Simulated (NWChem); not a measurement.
Species: CH7FN2Si; SMILES N[SiH](N)CF

```xyz
12

N     -1.3481    -1.2875    -0.4009
Si     0.0016    -0.5741     0.4051
N      1.4661    -0.8004    -0.4673
C     -0.0243     1.3159     0.6514
F      0.2994     1.9507    -0.5433
H     -1.5765    -1.0589    -1.3614
H     -2.1608    -1.6028     0.1151
H     -0.0355    -1.1839     1.7718
H      1.8629     0.0033    -0.9408
H      1.6891    -1.6699    -0.9353
H      0.7100     1.6228     1.4191
H     -1.0135     1.6765     0.9862
```
Atoms are numbered in this order, from 1.

STO-3G and 3-21G are far too small for this property and stand as cheap habits. The geometry was optimised at PBE0/def2-SVP. No frequency run checked for a minimum.

**Question.** Give the principal values of the shielding tensors (ppm) of N1, Si2, N3, C4, F5 from Hartree-Fock/STO-3G, GIAO (NWChem), with their diamagnetic and paramagnetic parts as GIAO splits them.

**Answer.** 
```
atom    σ11    σ22    σ33  isotropic  diamagnetic  paramagnetic
----  -----  -----  -----  ---------  -----------  ------------
N1    309.5  323.6  419.3      350.8        313.9          36.9
Si2   545.4  587.0  637.2      589.9        866.2        -276.3
N3    312.5  323.0  425.8      353.7        313.5          40.2
C4    169.9  179.1  245.2      198.1        250.4         -52.3
F5    456.2  514.3  544.2      504.9        456.5          48.3
```
